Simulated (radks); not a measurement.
Ce XXVIII, 31 electrons, occupied as [Ar] 3d10 4s2 4p1. Calculated with a radial shooting solver on a logarithmic mesh with Libxc functionals: Dirac Kohn-Sham, BLYP, spin-unpolarised, spherical densities, finite nucleus; open shells fill j = l - 1/2 first; Fermi nuclear charge, rms radius 4.8771 fm.

X-ray form factor f0, the Fourier transform of the density (f0(0) = 31):

sin(theta)/lambda (1/angstrom),f0 (electrons)
0.05,30.953
0.1,30.811
0.15,30.578
0.2,30.258
0.25,29.856
0.3,29.380
0.4,28.238
0.5,26.900
0.6,25.439
0.8,22.394
1,19.474
1.25,16.237
1.5,13.505
2,9.431
